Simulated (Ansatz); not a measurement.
Relaxation of a periodic cell of 17 atoms, CuSi16 (host Si, host structure diamond, interstitial Cu), cell charge +1, to a largest force component of 0.03 eV/Å in at most 60 steps.

Method: Ansatz 0.2.0, DFT PBE, scalar-relativistic, plane waves, PAW. Settings: PAW set soft_1, cutoff 420 eV, k mesh 2x2x2, fermi-dirac smearing 0.02 eV, no spin polarisation.

```xyz
17
Lattice="0.0000 5.4300 5.4300 5.4300 0.0000 5.4300 5.4300 5.4300 0.0000" Properties=species:S:1:pos:R:3
Si 0.000 0.000 0.000
Si 1.357 1.357 1.357
Si 2.715 2.715 0.000
Si 4.072 4.072 1.357
Si 2.715 0.000 2.715
Si 4.072 1.357 4.072
Si 5.430 2.715 2.715
Si 6.787 4.072 4.072
Si 0.000 2.715 2.715
Si 1.357 4.072 4.072
Si 2.715 5.430 2.715
Si 4.072 6.787 4.072
Si 2.715 2.715 5.430
Si 4.072 4.072 6.787
Si 5.430 5.430 5.430
Si 6.787 6.787 6.787
Cu 6.134 4.773 2.040
```

**Question.** Where does it end, and by what steps?

**Answer.** The forces met the threshold. The force dipped under the threshold on the way, but the program's further checks kept it going. Limits of this set-up: coarse k mesh, charged cell in a uniform background, uncorrected. After 24 steps the energy has fallen by 0.663 eV; Cu17 moved furthest, 0.63 Å. Joined: Si12–Cu17.

| step | energy less start (eV) | largest force component (eV/Å) | accepted |
| --- | --- | --- | --- |
| 0 | 0.0000 | 1.929 | yes |
| 1 | -0.4773 | 0.802 | yes |
| 2 | -0.6059 | 0.087 | yes |
| 3 | -0.6102 | 0.023 | yes |
| 4 | -0.6105 | 0.036 | yes |
| 5 | -0.6108 | 0.027 | yes |
| 6 | -0.6115 | 0.019 | yes |
| 7 | -0.6129 | 0.031 | yes |
| 8 | -0.6207 | 0.069 | yes |
| 9 | -0.6369 | 0.101 | yes |
| 10 | -0.6546 | 0.090 | yes |
| 11 | -0.6603 | 0.030 | yes |
| 12 | -0.6608 | 0.012 | yes |
| 13 | -0.6609 | 0.005 | yes |
| 14 | -0.6610 | 0.006 | yes |
| 15 | -0.6610 | 0.008 | yes |
| 16 | -0.6611 | 0.010 | yes |
| 17 | -0.6612 | 0.013 | yes |
| 18 | -0.6613 | 0.016 | yes |
| 19 | -0.6616 | 0.018 | yes |
| 20 | -0.6619 | 0.020 | yes |
| 21 | -0.6623 | 0.019 | yes |
| 22 | -0.5845 | 0.362 | no |
| 23 | -0.6629 | 0.016 | yes |
| 24 | -0.6629 | 0.028 | yes |

```xyz
17
Lattice="0.0000 5.4300 5.4300 5.4300 0.0000 5.4300 5.4300 5.4300 0.0000" Properties=species:S:1:pos:R:3
Si -0.034 0.036 -0.055
Si 1.407 1.411 1.280
Si 2.900 2.533 -0.098
Si 4.022 4.026 1.280
Si 2.763 0.000 2.751
Si 3.995 1.438 4.112
Si 5.433 2.670 2.751
Si 6.901 3.962 4.155
Si 0.052 2.746 2.651
Si 1.334 4.099 4.062
Si 2.687 5.381 2.651
Si 4.208 6.654 3.914
Si 2.660 2.773 5.472
Si 4.072 4.100 6.778
Si 5.503 5.360 5.425
Si 6.763 6.791 6.778
Cu 5.768 5.094 2.433
```

Whether the end is a true minimum wasn't checked by a vibrational analysis.

Run time: 3.1 min on 1 thread of Arm Neoverse V1, with other jobs on the host, peak memory 0.59 GiB.
